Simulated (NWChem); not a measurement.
System: GeHSCl, singlet; SMILES [SH][Ge][Cl]

```xyz
4

Ge     0.7507     0.0092     0.0000
Cl    -0.6913     1.6671     0.0000
S     -0.7770    -1.6269     0.0000
H      0.1616    -2.6024     0.0000
```
Atoms are numbered in this order, from 1.

Program: NWChem. Low-valent species are run as closed-shell singlets; no triplet was tried in these runs. Geometry: optimised at PBE0/def2-SVP. Level B3LYP/def2-SVP: energy and gradient on several grids; changes count from the extra-fine grid, which is no exact limit either.

Which is the coarsest grid (medium; xfine; fine; coarse; xcoarse) from which on the energy stays within 50 μHa and each gradient component within 100 μHa/bohr of xfine?

medium.
```csv
grid,size of the energy change (μHa),largest change of a gradient component (μHa/bohr)
xcoarse,200,600
coarse,20,200
medium,< 10,30
fine,< 10,< 30
xfine,< 10,< 30
```
